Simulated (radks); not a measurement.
Isoelectronic series with 46 electrons, all held in the configuration [Kr] 4d10, which need not be the ground one along the series. Method: scalar-relativistic Kohn-Sham, BLYP, spin-polarised, spherical densities, finite nucleus; Fermi nuclear charge, rms radius of each element as measured or else 0.836 A^(1/3) + 0.57 fm; computed with a radial shooting solver on a logarithmic mesh with Libxc functionals. Total energies (hartree) and orbital eigenvalues (hartree):

\begin{tabular}{lrrrrr}
ion & E (hartree) & 4d & 4p & 4s & 3d \\ \hline
Pd & -5046.36281 & -0.14795 & -1.88088 & -3.13620 & -11.96627 \\
Ag+ & -5316.21888 & -0.57269 & -2.45332 & -3.79372 & -13.47520 \\
Cd2+ & -5594.14764 & -1.11532 & -3.15239 & -4.58341 & -15.15816 \\
In3+ & -5880.15219 & -1.75507 & -3.95359 & -5.48044 & -16.99207 \\
Sn4+ & -6174.24269 & -2.48153 & -4.84487 & -6.47243 & -18.96519 \\
Sb5+ & -6476.44532 & -3.28857 & -5.81932 & -7.55226 & -21.07054 \\
Te6+ & -6786.78741 & -4.17222 & -6.87265 & -8.71552 & -23.30360 \\
I7+ & -7105.31117 & -5.12978 & -8.00199 & -9.95935 & -25.66127 \\
Xe8+ & -7432.04887 & -6.15929 & -9.20539 & -11.28183 & -28.14131 \\
Cs9+ & -7767.0469 & -7.25932 & -10.48144 & -12.68164 & -30.74203 \\
Ba10+ & -8110.3468 & -8.42876 & -11.82911 & -14.15790 & -33.46218 \\
La11+ & -8461.9999 & -9.66675 & -13.24764 & -15.71004 & -36.30073 \\
Ce12+ & -8822.0537 & -10.97260 & -14.73648 & -17.33768 & -39.25691 \\
Pr13+ & -9190.5626 & -12.34576 & -16.29519 & -19.04063 & -42.33007 \\
Nd14+ & -9567.5793 & -13.78579 & -17.92347 & -20.81883 & -45.51968 \\
Pm15+ & -9953.1555 & -15.29233 & -19.62110 & -22.67233 & -48.82534 \\
\end{tabular}
